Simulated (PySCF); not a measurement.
C6H8NO2 (doublet state).
Geometry (GFN2-xTB, Å), atoms numbered from 1 in this order:
```
atom  x, y, z in Å
C1     3.5055    0.1368   -0.1261
C2     2.1251   -0.3616   -0.3385
N3     1.1889   -0.0694    0.4415
C4    -0.1141   -0.5526    0.4299
O5    -0.3645   -1.7500    0.5506
C6    -1.0932    0.4792    0.3688
C7    -2.5105    0.1131    0.2321
C8    -3.0749    0.2816   -1.1697
O9    -2.5283    0.7820   -2.1041
H10    4.1884   -0.7092   -0.0639
H11    3.8103    0.7452   -0.9766
H12    3.5647    0.7231    0.7858
H13    1.9667   -0.9758   -1.2326
H14   -0.7810    1.5043    0.2622
H15   -2.6352   -0.9397    0.5083
H16   -3.1510    0.7262    0.8757
H17   -4.1037   -0.1210   -1.2452
```

The hyperfine couplings belong to this conformer and change with its torsions.

Identity: `C/C=N/C(=O)[CH]CC=O` [radical].

Method: PySCF 2.14.0, UKS B3LYP, pcH-1 on C H N O, non-relativistic, mean-field spin-orbit, GIAO. Geometry: GFN2-xTB, one conformer, isolated molecule. A GFN2-xTB geometry isn't a minimum of the functional, and hyperfine couplings can be far from their values at a DFT geometry. The frame is twisted about the N3–C4 bond at this geometry (dihedral C2–N3–C4–O5 = 60°); couplings at other torsion angles weren't computed. Stability of the SCF solution: not tested.

Q: Match the computed a_iso(13C) values +74.2, +58.2, -40.5, -26.6, +2.9, -1.2 MHz with the sites C1; C2; C4; C6; C7; C8.

A: 
```json
{"site": "C1", "a_iso (MHz)": "+2.9", "ρ(0) (bohr⁻³)": "+0.0026", "position": "4 bonds from C6", "distance from C6 (Å)": "4.64", "spin population": "0.00", "largest |T| (MHz)": "0.8"}
{"site": "C2", "a_iso (MHz)": "-1.2", "ρ(0) (bohr⁻³)": "-0.0010", "position": "3 bonds from C6", "distance from C6 (Å)": "3.40", "spin population": "-0.01", "largest |T| (MHz)": "1.9"}
{"site": "C4", "a_iso (MHz)": "-40.5", "ρ(0) (bohr⁻³)": "-0.0360", "position": "1 bond from C6", "distance from C6 (Å)": "1.42", "spin population": "-0.09", "largest |T| (MHz)": "9.9"}
{"site": "C6", "a_iso (MHz)": "+74.2", "ρ(0) (bohr⁻³)": "+0.0660", "position": "largest spin population", "distance from C6 (Å)": "0.00", "spin population": "+0.87", "largest |T| (MHz)": "134.5"}
{"site": "C7", "a_iso (MHz)": "-26.6", "ρ(0) (bohr⁻³)": "-0.0236", "position": "1 bond from C6", "distance from C6 (Å)": "1.47", "spin population": "-0.07", "largest |T| (MHz)": "2.1"}
{"site": "C8", "a_iso (MHz)": "+58.2", "ρ(0) (bohr⁻³)": "+0.0517", "position": "2 bonds from C6", "distance from C6 (Å)": "2.52", "spin population": "+0.04", "largest |T| (MHz)": "9.9"}
```

Q: The isotropic 17O couplings are -14.0, -1.0 MHz. Assign them to O5; O9.

A: 
```json
{"site": "O5", "a_iso (MHz)": "-14.0", "ρ(0) (bohr⁻³)": "+0.0230", "position": "2 bonds from C6", "distance from C6 (Å)": "2.35", "spin population": "+0.21", "largest |T| (MHz)": "66.0"}
{"site": "O9", "a_iso (MHz)": "-1.0", "ρ(0) (bohr⁻³)": "+0.0017", "position": "3 bonds from C6", "distance from C6 (Å)": "2.88", "spin population": "0.00", "largest |T| (MHz)": "2.1"}
```

Q: The isotropic 1H couplings, averaged over equivalent nuclei, are -53.0, +36.7, +14.5, +10.0, -0.4 MHz. Assign them to H10/H11/H12; H13; H14; H15/H16; H17.

A: 
```csv
site,a_iso (MHz),ρ(0) (bohr⁻³),position,distance from C6 (Å),bound to,spin population there,largest |T| (MHz)
H10/H11/H12,-0.4,-0.0001,5 bonds from C6,5.07,C1,0.00,1.4
H13,+10.0,+0.0022,4 bonds from C6,3.75,C2,-0.01,2.6
H14,-53.0,-0.0118,"α, 1 bond from C6",1.08,C6,+0.87,33.4
H15/H16,+36.7,+0.0082,"β, 2 bonds from C6",2.12,C7,-0.07,7.6
H17,+14.5,+0.0033,"γ, 3 bonds from C6",3.47,C8,+0.04,4.3
```

ρ(0) is the spin density at the nucleus and T the dipolar tensor; entries for several nuclei are means. Largest spin populations (Mulliken): C6 (+0.87), O5 (+0.21), C4 (-0.09) and C7 (-0.07). The angles at C6 add up to 359.2°, so it is planar; its axial dipolar tensor and the negative coupling of its proton fit spin in a p orbital normal to that plane.

Class means assume fast exchange of nuclei equivalent by connectivity; if that motion is slow, each nucleus keeps its own coupling. The 1H value of +36.7 MHz is a mean of couplings from 8.7 to 64.7 MHz in this one geometry, not an average over conformers.
